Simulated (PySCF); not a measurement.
An unknown is described by computed data only.

Formula: C10H18OSi.

| Item | Value |
| --- | --- |
| Rotational structure | rotational constants A, B, C: 1.058, 0.575, 0.500 GHz [PBE0-D3(BJ)/def2-SVP] |
| Dipole | 0.85 D [B3LYP/def2-SVPD] |
| 1H NMR | chemical shifts (computed TMS as zero) by class: 6.52 (1 H), 6.26 (3 H), 6.20 (1 H), 6.14 (1 H), 5.99 (3 H), 1.30 (9 H) ppm [GIAO B3LYP/pcSseg-1] |
| UV, strongest line | among the 10 lowest singlet transitions: S7 at 6.09 eV (204 nm, f = 0.146) [TDDFT B3LYP/def2-SVPD] |
| UV, first state | lowest singlet excitation: 5.40 eV (230 nm, f = 0.000) [TDDFT B3LYP/def2-SVPD] |
| 13C NMR | chemical shifts (computed TMS as zero) by class: 145.0 (3 C), 143.5 (3 C), 73.4 (1 C), 34.2 (3 C) ppm [GIAO B3LYP/pcSseg-1] |
| Triplet | lowest triplet excitation (Tamm–Dancoff): 4.13 eV [TDA B3LYP/def2-SVPD] |
| NMR, other nuclei | isotropic shieldings of nuclei other than C and H, by class: 222 (1 O), 358 (1 Si) ppm [GIAO B3LYP/pcSseg-1] |
| Polarisability | 150.7 au [B3LYP/def2-SVPD] |

Gas-phase values; electronic properties from PySCF, density fitting. Levels stand in brackets. The structure is a single PBE0-D3(BJ)/def2-SVP conformer in the gas phase; no vibrational or solvent corrections. Each NMR value is the plain mean over a class of atoms that symmetry, rotation or inversion makes alike.

**Question.** Give a SMILES that accounts for the data.

**Answer.** 10 carbons fall into 4 classes; from least to most shielded: carbon bonded to C, Si and H (145.0 ppm, 3 C, up to 6.4 ppm apart in this geometry), carbon bonded to C and 2 H (143.5 ppm, 3 C, up to 3.7 ppm apart in this geometry), carbon bonded to 3 C and O (73.4 ppm), carbon bonded to C and 3 H (34.2 ppm, 3 C). Hydrogen classes from least to most shielded: 1 H on a carbon bonded to C and 2 H (6.52 ppm), 3 H on 3 like atoms (carbon bonded to C, Si and H) (6.26 ppm), 1 H on a carbon bonded to C and 2 H (6.20 ppm), 1 H on a carbon bonded to C and 2 H (6.14 ppm), 3 H on 3 like atoms (carbon bonded to C and 2 H) (5.99 ppm), 9 H on 3 like atoms (carbon bonded to C and 3 H) (1.30 ppm, a mean of values up to 0.7 ppm apart in this geometry). The other shieldings belong to: 222 ppm, oxygen bonded to C and Si; 358 ppm, silicon bonded to 3 C and O. The optimised geometry has point group C1 and is an asymmetric top. Structure: Si(vinyl)3(OtBu), `CC(C)(C)O[Si](C=C)(C=C)C=C`. The assignments are read from this structure; whether some other isomer fits the data as well wasn't checked.
